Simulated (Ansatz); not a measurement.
Spin states of C3MoO3 (SMILES [O+]#[C-]->[Mo](<-[C-]#[O+])<-[C-]#[O+]), each relaxed with B3LYP-D3(BJ)/def2-TZVP.
State 1 (charge 0, multiplicity 3):
```json
[
 {"atom": "Mo", "x (Å)": "0.3633", "y (Å)": "-0.5220", "z (Å)": "0.3647"},
 {"atom": "O", "x (Å)": "2.7225", "y (Å)": "0.1307", "z (Å)": "-1.6672"},
 {"atom": "C", "x (Å)": "1.8933", "y (Å)": "-0.1295", "z (Å)": "-0.9177"},
 {"atom": "O", "x (Å)": "-2.0666", "y (Å)": "-1.1039", "z (Å)": "2.3582"},
 {"atom": "C", "x (Å)": "-1.1859", "y (Å)": "-0.9071", "z (Å)": "1.6515"},
 {"atom": "O", "x (Å)": "-1.1940", "y (Å)": "1.6240", "z (Å)": "-1.2761"},
 {"atom": "C", "x (Å)": "-0.6347", "y (Å)": "0.8323", "z (Å)": "-0.6626"}
]
```
State 2 (charge 0, multiplicity 1):
```xyz
7

Mo     0.40171    -0.56554     0.35712
O      2.75206     0.08906    -1.69169
C      1.93559    -0.18100    -0.93297
O     -2.16052    -0.93492     2.21431
C     -1.21549    -0.83784     1.57188
O     -1.21316     1.58394    -1.11189
C     -0.60230     0.77079    -0.55605
```

Singlets are restricted, other states unrestricted; no spin–orbit coupling, no relativity up to Kr; see below for the cores. The largest T1 diagnostic is 0.027.

Correlated levels freeze the inner cores; with def2 sets outer-core shells near the valence are correlated too.

Codes used: Ansatz (a quantum-chemistry and plane-wave program). Each number belongs to the level named beside it. In def2 rows elements past Kr take small-core potentials, without spin–orbit coupling.

Task: One of these levels gives 1.44 kcal/mol for the energy of the multiplicity-1 state less that of the multiplicity-3 state. Name it.
(A) PBE/def2-TZVPP
(B) B2PLYP/def2-TZVPP
(C) r2SCAN/def2-TZVPP

Result: A, PBE/def2-TZVPP. The others give 4.15 (r2SCAN/def2-TZVPP), -0.86 (B2PLYP/def2-TZVPP)

Doubts at one or more of the structures used: a restricted determinant that unrestricted orbitals would lower (B2PLYP/def2-TZVPP).
